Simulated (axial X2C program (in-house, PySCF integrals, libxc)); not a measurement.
# Nuclear properties of WNC⁻

Computed with an in-house all-electron X2C program for linear molecules (integrals from PySCF): two-component X2C with atomic mean-field Coulomb and Gaunt terms, Gaussian nuclei, basis W dyall-v3z, N dyall-av3z, C dyall-v3z with contracted cores.

W–N–C held linear, with bonds 1.987 and 1.179 Å (near the PBE0 minimum at charge -1 of the determinant lowest at the starting distance; the state shown can have its own minimum elsewhere, held linear; other orders of the atoms were not compared).

Determinant lowest in the PBE0 search, Ω = 2 (⟨Sz⟩ = 1.97, ⟨Lz⟩ = 0.03 at PBE0), spin on the atoms W 1.87, N -0.05, C 0.15:

| level | Eeff magnitude (GV/cm) | Ws magnitude W (kHz) | A∥/gI W (MHz) | qzz W (a.u.) | A∥/gI N (MHz) | qzz N (a.u.) | A∥/gI C (MHz) | qzz C (a.u.) |
| --- | --- | --- | --- | --- | --- | --- | --- | --- |
| PBE0 | 18.5 | 9.14 | 132 | -2.54 | -18.9 | -0.53 | -1.96 | -0.83 |
| HF | 38.7 | 19.8 | 617 | -4.04 | -31.3 | -0.69 | 0.377 | -0.97 |
| LDA | 9.45 | 4.58 | -2.55 | -0.93 | -15.4 | -0.47 | -2.39 | -0.77 |

Determinant 0.36 eV from it at PBE0 and this distance, Ω = 3 (⟨Sz⟩ = 2.95, ⟨Lz⟩ = 0.05 at PBE0), spin on the atoms W 2.95, N -0.17, C 0.17:

| level | Eeff magnitude (GV/cm) | Ws magnitude W (kHz) | A∥/gI W (MHz) | qzz W (a.u.) | A∥/gI N (MHz) | qzz N (a.u.) | A∥/gI C (MHz) | qzz C (a.u.) |
| --- | --- | --- | --- | --- | --- | --- | --- | --- |
| PBE0 | 22.8 | 8.6 | 1580 | -7.72 | 0.751 | -0.59 | 1.72 | -0.84 |
| HF | 15.5 | 6.28 | 1080 | -9.07 | -15.3 | -0.73 | 3.06 | -0.98 |
| LDA | 24.4 | 9.19 | 1760 | -6.88 | 3.77 | -0.55 | 2.2 | -0.79 |

Eeff is the effective electric field on the electron electric dipole moment in this Ω state and Ws the scalar–pseudoscalar constant of the nucleus named (defined with the proton number Z and per Ω); A∥ (defined per Ω) follows by multiplying with gI = μI/(I μN); qzz is the electric field gradient, eQq0 = 234.96 MHz × Q/barn × qzz. The operators were transformed with the bare-nucleus X2C matrices; with these basis sets, hyperfine constants and field gradients can be off by tens of per cent, and where levels differ in sign neither size nor sign is settled.

Question: With Q(14N) = 0.02044 barn (Q from Pyykkö, Mol. Phys. 2018), turn the PBE0 values of the first state into constants in MHz.

Answer: eQq0(14N) = 234.96 × (0.02044) × (-0.53) = -2.55 MHz.

The molecule was held linear; bending was not examined, so a bent shape may lie lower.

Each state is one determinant with collinear spin, which with several unpaired electrons need not be a pure state. Unrestricted Hartree–Fock can overshoot spin polarisation at the nuclei. For an anion, determinants above electron detachment, or with a positive highest level, are held by the basis set. This is the top spin component of a Σ state; components of lower Ω are not single determinants and can lie lower. With several open shells hyperfine constants can be off by a factor of several. Where Eeff spreads by more than a factor of two the levels disagree and none is to be relied on. Open-shell Ω = 0 determinants with evenly filled partner blocks cannot be reached by this program, so the Ω shown need not be the lowest component. At HF a later determinant lies lower. States lie within half an eV, so the first need not be the ground state. Where a field gradient or hyperfine factor spreads by more than a factor of two over the levels, a constant derived from it is not to be relied on. PBE0 term energies can be off by some tenths of an eV.
